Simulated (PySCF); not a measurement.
C₆H₇O (doublet state).
Structure used (GFN2-xTB), in Å, numbered top down from 1:
```
atom  x, y, z in Å
C1    -1.4827   -0.8643    0.8539
C2    -0.8598    0.3959    0.3903
C3    -1.4318    0.8955   -0.9419
C4     0.5666    0.1294    0.2423
C5     1.7257   -0.1890    0.1297
C6     3.1056   -0.5155   -0.0086
O7     3.9682    0.2150   -0.4185
H8    -1.4566   -1.1302    1.8924
H9    -1.7761   -1.6079    0.1386
H10   -0.9633    1.1793    1.1531
H11   -0.9127    1.7947   -1.2649
H12   -2.4894    1.1194   -0.8251
H13   -1.3179    0.1336   -1.7096
H14    3.3234   -1.5563    0.3113
```

The hyperfine couplings belong to this conformer and change with its torsions.

Identity: `[CH2][C@H](C)C#CC=O` [radical].

The calculation used UKS B3LYP, pcH-1 on C H O, non-relativistic, mean-field spin-orbit, GIAO in PySCF 2.14.0. Isolated species at its GFN2-xTB geometry (one conformer only). GFN2-xTB frequencies show an imaginary mode (59i cm⁻¹), so this geometry is no minimum at that level. A GFN2-xTB geometry isn't a minimum of the functional, and hyperfine couplings can be far from their values at a DFT geometry. The SCF solution wasn't tested for stability.

Match the computed a_iso(1H) values -61.9, +32.4, +4.9, 0.0 MHz (means over equivalent nuclei) with the sites H8/H9; H10; H11/H12/H13; H14.

| site | a_iso (MHz) | ρ(0) (bohr⁻³) | position | distance from C1 (Å) | bound to | spin population there | largest \|T\| (MHz) |
| --- | --- | --- | --- | --- | --- | --- | --- |
| H8/H9 | -61.9 | -0.0139 | α, 1 bond from C1 | 1.07 | C1 | +1.07 | 40.1 |
| H10 | +32.4 | +0.0073 | β, 2 bonds from C1 | 2.13 | C2 | -0.07 | 9.9 |
| H11/H12/H13 | 0.0 | 0.0000 | γ, 3 bonds from C1 | 3.00 | C3 | +0.01 | 5.3 |
| H14 | +4.9 | +0.0011 | 5 bonds from C1 | 4.89 | C6 | 0.00 | 1.7 |

ρ(0) is the spin density at the nucleus and T the dipolar tensor; entries for several nuclei are means. Largest spin populations (Mulliken): C1 (+1.07) and C2 (-0.07). C1 is the only atom above +0.15. The positive populations add up to 1.16 and the negative ones to -0.16, together 2S = 1. The angles at C1 add up to 358.8°, so it is planar; its axial dipolar tensor and the negative couplings of its protons fit spin in a p orbital normal to that plane.

Examples of negative spin density at the nucleus (bohr⁻³): C2 (-0.0228), H8/H9 (-0.0139) and C6 (-0.0022).

Class means assume fast exchange of nuclei equivalent by connectivity; if that motion is slow, each nucleus keeps its own coupling.
